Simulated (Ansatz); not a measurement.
Na₁₄Cl₁₄ (relaxed from a model of (NaCl)14 cage of four- and six-membered rings, whose bonding it doesn't keep). The state is a singlet with charge 0. Geometry r2SCAN-D4/def2-SVP; atoms count from 1.

Cartesian coordinates in Å:
```
Cl 7.354 -1.156 1.788
Cl 6.220 1.828 4.073
Cl 5.129 2.598 0.387
Cl 3.032 -1.378 -0.176
Cl 3.997 -2.147 3.554
Cl 1.826 1.617 2.275
Cl 0.549 1.338 -1.427
Cl -1.828 -1.618 -2.275
Cl -0.551 -1.340 1.427
Cl -3.034 1.377 0.176
Cl -3.995 2.153 -3.555
Cl -7.350 1.159 -1.789
Cl -5.130 -2.603 -0.386
Cl -6.217 -1.827 -4.072
Na 7.095 1.419 1.599
Na 6.120 -0.764 4.107
Na 4.134 2.704 2.817
Na 2.943 1.327 -0.271
Na 5.092 -2.248 1.167
Na 1.921 -1.088 2.372
Na -0.524 1.345 1.058
Na -1.923 1.086 -2.372
Na 0.522 -1.347 -1.058
Na -2.945 -1.328 0.270
Na -5.090 2.255 -1.168
Na -6.116 0.766 -4.107
Na -4.135 -2.710 -2.816
Na -7.092 -1.416 -1.598
```

Single mean-field runs in def2-TZVP are fitted with def2-universal-jkfit. Another isomer (singlet) lies 0.61 eV lower at PBE0-D4/def2-TZVP; other spin states weren't run for this one.

Estimate the Mulliken populations from the PBE0/def2-TZVP orbitals of Ansatz.


```tsv
atom	charge (e)
Cl1	-0.64
Cl2	-0.64
Cl3	-0.64
Cl4	-0.69
Cl5	-0.64
Cl6	-0.69
Cl7	-0.66
Cl8	-0.69
Cl9	-0.66
Cl10	-0.69
Cl11	-0.64
Cl12	-0.64
Cl13	-0.64
Cl14	-0.64
Na15	0.64
Na16	0.64
Na17	0.66
Na18	0.68
Na19	0.66
Na20	0.68
Na21	0.66
Na22	0.68
Na23	0.66
Na24	0.68
Na25	0.66
Na26	0.64
Na27	0.66
Na28	0.64
```
Mulliken values depend strongly on the basis.
